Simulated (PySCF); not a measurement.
Computed Raman spectrum (relative Raman activity) of a molecule C5H10. Geometry optimised at B3LYP-D3(BJ)/def2-SVP. Other conformers were not sampled. All values below come from B3LYP-D3(BJ)/def2-SVP in PySCF. Frequencies are harmonic and unscaled.

```tsv
ν (cm⁻¹)	relative intensity
899	2.4
942	6.1
982	6.6
1124	3.2
1203	3.7
1243	5.0
1294	3.0
1367	2.3
1400	2.3
1452	3.1
1457	7.6
1466	11
1468	5.1
1489	3.9
3015	48
3032	66
3044	63
3054	90
3093	7.6
3096	100
3100	45
3115	28
```

Problem. Which structure fits?
A) CC1CCC1
B) CCC1CC1
C) C=C(C)CC
D) C1CCCC1

Solution. A, CC1CCC1
